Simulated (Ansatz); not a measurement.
Ca₄Se₃, relaxed as a singlet with RKS PBE-D4/def2-SVP in Ansatz, starting from the GFN1-xTB geometry. Force threshold 0.02 eV/Å.

The structure comes from a short search, and lower isomers may exist.

Start:

```xyz
7

Ca    1.5918    1.5957   -2.3468
Ca   -0.1603   -3.1458    1.9490
Ca    0.4226   -0.7503   -0.0499
Ca   -2.2267    1.7025    1.1261
Se    2.3891   -0.7369   -1.8005
Se   -0.4148    2.0170   -0.7188
Se   -1.6017   -0.6822    1.8409
```

Q: Estimate the energy that the relaxation releases and the steps that it takes.

A: 55.7 kcal/mol, in 47 steps; 3.4 min on 4 threads of Arm Neoverse V1 on a shared host. The force fell under the threshold at step 8, but the optimiser went on and released 1.986 eV more. No frequencies were taken in this run, so the end may be a saddle point.

Q: Does the start keep its bonding?

A: Bonds formed: Ca2–Se5 (atoms count from 1). Metal–metal contacts that move far: Ca1–Ca2 6.63 to 3.60 Å, Ca2–Ca4 5.33 to 3.60 Å, Ca1–Ca4 5.16 to 3.60 Å. The end is the same structure that another start reached, the lowest one found.

Q: Predict the relaxed structure.

A: 
```xyz
7

Ca    1.753    1.556   -0.229
Ca    0.960   -1.446    1.589
Ca   -0.720   -0.763   -1.557
Ca   -1.440    1.235    1.398
Se    1.996   -1.108   -0.961
Se   -0.810    2.013   -1.190
Se   -1.739   -1.487    0.950
```
Bond lengths (bridged metal pairs left out): 9 × Ca–Se 2.77 to 2.80 Å.
